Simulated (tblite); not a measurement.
C₆H₆BCl₂ (doublet state).
Atom-mapped SMILES: `[H]/[C:1]=[C:2]1/[CH2:3][C@H:4]([BH:5][Cl:6])[CH:7]=[C:8]1[Cl:9]` (hydrogens: H10 on C1; H11, H12 on C3; H13 on C4; H14 on B5; H15 on C7)
Bond orders are those of one Lewis drawing.

Computed with GFN2-xTB (tblite), gas phase: L-BFGS steps from a force-field or distance-geometry start until the largest atomic force falls under 0.01 eV/Å.

Step 2: E = -711.0202 eV
```
atom  x, y, z in Å  |  force x, y, z in eV/Å
C1     -2.4018   -1.0211   -0.8258    0.760   0.130  -0.234
C2     -1.3264   -0.4126   -0.4342   -0.067   0.097   0.265
C3      0.0217   -0.3720   -1.1082    0.103   0.070   0.717
C4      0.9252    0.5081   -0.1751   -0.262   0.003   0.054
B5      2.2190   -0.2562    0.3638    0.107  -0.227   0.048
Cl6     3.7923    0.3326    0.0263   -0.567  -0.245   0.164
C7     -0.0098    0.8918    0.9576    0.057  -0.186  -0.263
C8     -1.2361    0.3877    0.8252    0.528  -0.069  -0.404
Cl9    -2.5175    0.6325    1.9316   -0.002  -0.103  -0.176
H10    -3.3174   -1.0295   -0.3431   -1.359  -0.304   0.262
H11    -0.0835    0.0719   -2.0893    0.116   0.036  -0.202
H12     0.3913   -1.3980   -1.2120    0.069   0.243  -0.029
H13     1.1994    1.4213   -0.7069    0.025   0.094  -0.038
H14     2.0557   -1.2598    0.9865    0.268   0.365  -0.204
H15     0.2834    1.5114    1.7816    0.225   0.097   0.041
```

Step 3: E = -711.0667 eV
```
atom  x, y, z in Å  |  force x, y, z in eV/Å
C1     -2.3985   -1.0174   -0.8226   -0.272  -0.126  -0.075
C2     -1.3284   -0.4141   -0.4319    0.312   0.291   0.351
C3      0.0229   -0.3687   -1.0983    0.072   0.106   0.323
C4      0.9285    0.5081   -0.1716   -0.252   0.059  -0.036
B5      2.2305   -0.2561    0.3612   -0.493  -0.284   0.112
Cl6     3.7690    0.3232    0.0324    0.070  -0.009   0.021
C7     -0.0099    0.8896    0.9538    0.511   0.129   0.024
C8     -1.2283    0.3877    0.8207    0.066  -0.157  -0.275
Cl9    -2.5144    0.6292    1.9245   -0.001  -0.085  -0.152
H10    -3.3379   -1.0372   -0.3442   -0.636  -0.266  -0.072
H11    -0.0800    0.0693   -2.0890    0.111   0.019  -0.031
H12     0.3921   -1.3894   -1.2126    0.114   0.093   0.011
H13     1.1993    1.4228   -0.7078    0.025   0.045   0.005
H14     2.0618   -1.2518    0.9822    0.232   0.196  -0.113
H15     0.2888    1.5128    1.7813    0.143  -0.012  -0.093
```

**Question.** Estimate the geometry and energy of step 4. (The exact step hangs on the optimiser's Hessian estimate; all steps are aligned on step 3, rigid shifts and turns removed.)

**Answer.** E = -711.0915 eV, largest force 0.540 eV/Å
```
atom  x, y, z in Å  |  force x, y, z in eV/Å
C1     -2.4029   -1.0178   -0.8215   -0.111   0.123   0.251
C2     -1.3241   -0.4100   -0.4249   -0.333  -0.123   0.019
C3      0.0247   -0.3651   -1.0886    0.017   0.077  -0.102
C4      0.9264    0.5092   -0.1705   -0.003   0.107  -0.074
B5      2.2276   -0.2608    0.3617   -0.537  -0.061  -0.003
Cl6     3.7587    0.3183    0.0358    0.247   0.063  -0.023
C7     -0.0002    0.8914    0.9530   -0.009  -0.020   0.043
C8     -1.2244    0.3849    0.8141    0.328   0.124   0.050
Cl9    -2.5126    0.6261    1.9181    0.021  -0.077  -0.149
H10    -3.3579   -1.0456   -0.3467   -0.188  -0.216  -0.240
H11    -0.0763    0.0681   -2.0889    0.102  -0.016   0.141
H12     0.3945   -1.3834   -1.2126    0.125   0.038   0.054
H13     1.1996    1.4242   -0.7082    0.036   0.009   0.019
H14     2.0688   -1.2446    0.9782    0.144  -0.064   0.040
H15     0.2939    1.5131    1.7792    0.162   0.037  -0.024
```

The energy changes by -0.0248 eV. The first-order estimate −F·Δx gives -0.0423 eV and the mean of the old and new forces, exact on a quadratic surface, -0.0248 eV. The step makes an angle of 34° with the force vector and moves no atom by more than 0.022 Å.

The cost below is that of the whole relaxation. On Arm Neoverse V1, one thread, shared host, this took 0.71 s of wall time.
